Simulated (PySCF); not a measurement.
Species: CH₄B₂F₂O.
SMILES: `BB(F)OCF`

Torsions of this conformer, `[BH2:1][B:2]([F:3])[O:4][CH2:5][F:6]`: B1–B2–O4–C5 -176°, B2–O4–C5–F6 107°.

The closed-shell ground state was solved at several levels (PySCF, density fitting, gas phase, non-relativistic). The structure is a single GFN2-xTB conformer in the gas phase; no vibrational or solvent corrections.

```json
{"level": "B3LYP/pcJ-1", "basis functions": "202", "total energy (Eh)": "-365.1985", "HOMO (eV)": "-8.94", "LUMO (eV)": "-2.46", "gap (eV)": "6.48", "dipole (D)": "1.46"}
{"level": "PBE0/pcSseg-1", "basis functions": "122", "total energy (Eh)": "-364.7562", "HOMO (eV)": "-9.16", "LUMO (eV)": "-2.21", "gap (eV)": "6.95", "dipole (D)": "1.47"}
```

Question: Estimate the row for CAM-B3LYP/def2-SVPD, a basis of 161 functions; the other rows only guide the guess.

Answer: Total energy -364.8040 Eh, HOMO -10.70 eV, LUMO -1.15 eV, gap 9.55 eV, dipole 1.51 D.

Question: Over all these levels, which gives the widest orbital gap and which the narrowest?

Answer: CAM-B3LYP/def2-SVPD (range-separated hybrid) has the widest, 9.55 eV, and B3LYP/pcJ-1 (global hybrid, 20 % exact exchange) the narrowest, 6.48 eV. Functional and basis both differ between the two, so the spread mixes both effects.

Question: How far do the dipole and the HOMO energy spread over the levels?

Answer: The dipole runs from 1.46 to 1.51 D (mean 1.48 D) and the HOMO from -10.70 to -8.94 eV.
